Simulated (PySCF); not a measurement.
# H (hydrogen, neutral) across methods

2p1, 2P determinant (an excited configuration). Computed with PySCF 2.14 in aug-cc-pVTZ with one added diffuse shell each of s, p, d type (5s4p3d, 32 functions), with the non-relativistic Hamiltonian (point nucleus).

```json
{"method": "PBE", "E (hartree)": "-0.1393", "mean ε 2p α (eV)": "-1.917", "Σ⟨r²⟩ (bohr²)": "27.73", "⟨S²⟩": "0.750"}
{"method": "BHandHLYP", "E (hartree)": "-0.1311", "mean ε 2p α (eV)": "-2.605", "Σ⟨r²⟩ (bohr²)": "28.84", "⟨S²⟩": "0.750"}
{"method": "PBE0", "E (hartree)": "-0.1368", "mean ε 2p α (eV)": "-2.351", "Σ⟨r²⟩ (bohr²)": "28.34", "⟨S²⟩": "0.750"}
{"method": "LDA", "E (hartree)": "-0.1317", "mean ε 2p α (eV)": "-1.822", "Σ⟨r²⟩ (bohr²)": "29.87", "⟨S²⟩": "0.750"}
{"method": "r2SCAN", "E (hartree)": "-0.1334", "mean ε 2p α (eV)": "-1.907", "Σ⟨r²⟩ (bohr²)": "28.47", "⟨S²⟩": "0.750"}
{"method": "UHF", "E (hartree)": "-0.12461", "mean ε 2p α (eV)": "-3.391", "Σ⟨r²⟩ (bohr²)": "30.15", "⟨S²⟩": "0.750"}
{"method": "BP86", "E (hartree)": "-0.1434", "mean ε 2p α (eV)": "-2.009", "Σ⟨r²⟩ (bohr²)": "28.03", "⟨S²⟩": "0.750"}
{"method": "r2SCANh", "E (hartree)": "-0.1325", "mean ε 2p α (eV)": "-2.061", "Σ⟨r²⟩ (bohr²)": "28.65", "⟨S²⟩": "0.750"}
```

For one electron the Hartree and exchange-correlation energies should cancel; what remains is the self-interaction error. The outer electron is Rydberg-like, and this basis confines it to a smaller radius and binds it less than a complete one would.
